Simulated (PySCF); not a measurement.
Work out the structure from these simulated measurements.

Formula: C5H9NOSi.

* Polarisability: 93.1 au [CAM-B3LYP/def2-SVPD]
* UV, first state: lowest singlet excitation: 4.87 eV (254 nm, f = 0.001) [TDDFT CAM-B3LYP/def2-SVPD]
* Rotational structure: rotational constants A, B, C: 3.271, 0.730, 0.635 GHz [GFN2-xTB]
* Dipole: 2.63 D [CAM-B3LYP/def2-SVPD]
* 13C NMR: chemical shifts (computed TMS as zero) by class: 173.9 (1 C), 104.3 (1 C), 87.0 (1 C), 64.0 (1 C), 39.9 (1 C) ppm [GIAO PBE0/pcSseg-1]
* UV, strongest line: among the 8 lowest singlet transitions: S8 at 7.59 eV (163 nm, f = 0.178) [TDDFT CAM-B3LYP/def2-SVPD]
* Triplet: lowest triplet excitation (Tamm–Dancoff): 4.10 eV [TDA CAM-B3LYP/def2-SVPD]
* 1H NMR: chemical shifts (computed TMS as zero) by class: 8.02 (1 H), 5.05 (2 H), 4.48 (2 H), 3.45 (3 H), 2.03 (1 H) ppm [GIAO PBE0/pcSseg-1]
* NMR, other nuclei: isotropic shieldings of nuclei other than C and H, by class: -111 (1 N), 320 (1 O), 398 (1 Si) ppm [GIAO PBE0/pcSseg-1]

Electronic properties: PySCF, gas phase, density fitting. Levels stand in brackets. One conformer (not necessarily the lowest) at the GFN2-xTB geometry, without solvent, vibrations or thermal averaging. GFN2-xTB frequencies show an imaginary mode (28i cm⁻¹), so this geometry is no minimum at that level. NMR values are class means; diastereotopic atoms form classes of their own.

Task: Propose a structure and show how it fits.

Result: Numbering: `[CH:1]#[C:2][SiH2:3][O:4][CH2:5]/[CH:6]=[N:7]\[CH3:8]`. Its formula, C5H9NOSi, gives 3 degrees of unsaturation: 0 rings and 3 π bonds in the structure found. 5 carbons fall into 5 classes; from least to most shielded: imine carbon [C6] (173.9 ppm), terminal alkyne carbon [C1] (104.3 ppm), alkyne carbon [C2] (87.0 ppm), sp3 carbon bound to oxygen [C5] (64.0 ppm), N-methyl carbon [C8] (39.9 ppm). Hydrogen classes from least to most shielded: 1 H on an imine carbon, C6 (8.02 ppm), 2 H on an oxygen-bound silicon, Si3 (5.05 ppm), 2 H on an sp3 carbon bound to oxygen, C5 (4.48 ppm), 3 H on an N-methyl carbon, C8 (3.45 ppm, a mean of values up to 1.3 ppm apart in this geometry), 1 H on a terminal alkyne carbon, C1 (2.03 ppm). The other shieldings belong to: -111 ppm, imine nitrogen [N7]; 320 ppm, silyl ether oxygen [O4]; 398 ppm, oxygen-bound silicon [Si3]. The optimised geometry has point group C1 and is an asymmetric top. Structure: `C#C[SiH2]OC/C=N\C`. Computed isomers that give other values at the same levels: `N#CC/C=C\CO[SiH3]` (lowest singlet excitation: 6.99 eV (177 nm, f = 0.359)); `[H]/N=C/CCO[SiH2]C#C` (13C chemical shifts (computed TMS as zero) by class: 176.5 (1 C), 104.0 (1 C), 87.4 (1 C), 65.0 (1 C), 47.2 (1 C) ppm); `CO[SiH2][C@@H]1C[C@H]1C#N` (13C chemical shifts (computed TMS as zero) by class: 127.0 (1 C), 54.1 (1 C), 17.4 (1 C), 7.8 (1 C), -1.4 (1 C) ppm). The assignments are read from this structure; whether some other isomer fits the data as well wasn't checked.

The values belong to the conformer `[CH:1]#[C:2][SiH2:3][O:4][CH2:5]/[CH:6]=[N:7]\[CH3:8]`: C2–Si3–O4–C5 53°, Si3–O4–C5–C6 -165°, O4–C5–C6–N7 180°.
